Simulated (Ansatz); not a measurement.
Calculated with Ansatz (gas phase, PBE0-D4/def2-TZVP geometries, no zero-point term in ΔE). CBS: MP2 limit from def2 TZ/QZ plus the TZ coupled-cluster correction, frozen cores. This one scheme is used for every species. DFT in def2-TZVPP. B3LYP here is the variant with VWN-RPA as its local correlation; programs differ in this. HSE06 is defined as in plane-wave codes. One conformer a species, not always the lowest.

Consider the formal hydrolysis of the Si–Si bond: `C[SiH]([SiH3])BO` + H₂O → `C[SiH](O)BO` + SiH₄.

(1) Is it downhill or uphill in electronic energy at CCSD(T)/CBS, and by how much? (An estimate is asked.)

(2) What do these levels give: LDA (SPW92), PBE0-D4, revPBE, PBE0, B3LYP, r2SCANh, r2SCAN0, HSE06, CCSD/def2-SVP, HF/def2-TZVPP, CCSD(T)/def2-TZVPP, MP2/CBS(def2)? (Estimate.)

Largest T1 diagnostic among the species: 0.014.

## Answers

(1) Computed: Downhill: ΔE = -18.6 kcal/mol.

(2) The calculation gave: LDA (SPW92) -15.4, PBE0-D4 -15.2, revPBE -14.8, PBE0 -16.2, B3LYP -21.1, r2SCANh -18.6, r2SCAN0 -18.9, HSE06 -16.1, CCSD/def2-SVP -18.8, HF/def2-TZVPP -26.2, CCSD(T)/def2-TZVPP -19.2, MP2/CBS(def2) -19.6 kcal/mol.

In def2-TZVPP, CCSD(T) changes the Hartree–Fock value by +7.0 kcal/mol (the triples alone add +1.0 kcal/mol) and MP2 by +5.9 kcal/mol. The D4 term adds +1.6 kcal/mol with B3LYP and +1.0 kcal/mol with PBE0; it sums over pairs of atoms, weighted by their polarisabilities, and B3LYP, whose exchange is more repulsive, gets the larger term.
